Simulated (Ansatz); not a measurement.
Computed with Ansatz on PBE0-D4/def2-TZVP structures; ΔE is electronic, products minus reactants. CCSD(T)/CBS adds triple-zeta CCSD(T) − MP2 to the extrapolated MP2 energy (def2 sets, frozen cores). Elements past krypton have def2 core potentials. For I outer-core shells are correlated without core-valence functions, which leaves a few kJ/mol of doubt a bond. Each species was taken in one conformer, which may not be the lowest.

Reaction (formal exchange of groups at the Si–Si bond): `O[SiH](O)[SiH](O)F` + `CI` → `O[SiH](F)I` + `C[SiH](O)O`

```
             species  CCSD(T)/CBS(def2) energy (Eh)
`O[SiH](O)[SiH](O)F`                     -906.70100
                `CI`                     -337.29646
        `O[SiH](F)I`                     -762.85028
        `C[SiH](O)O`                     -481.21022
```

Task: Work out ΔE.

Result: ΔE = (-762.85028) + (-481.21022) − (-906.70100) − (-337.29646) = -0.06304 Eh = -165.5 kJ/mol.

Largest T1 diagnostic among the species: 0.013.

From PBE to PBE0 (25 % exact exchange), in def2-TZVPP and without D4, ΔE moves by −10.4 kJ/mol. Leaving LDA and LC-ωPBE aside and taking each functional with its dispersion term where it has one, the values, not all of them listed here, spread over 25.9 kJ/mol, from r2SCAN0-D4 to BLYP-D4. LDA lies −9.6 kJ/mol from PBE without D4. At CCSD(T), def2-SVP lies +3.6 kJ/mol from the extrapolated value and def2-TZVPP +3.2 kJ/mol.
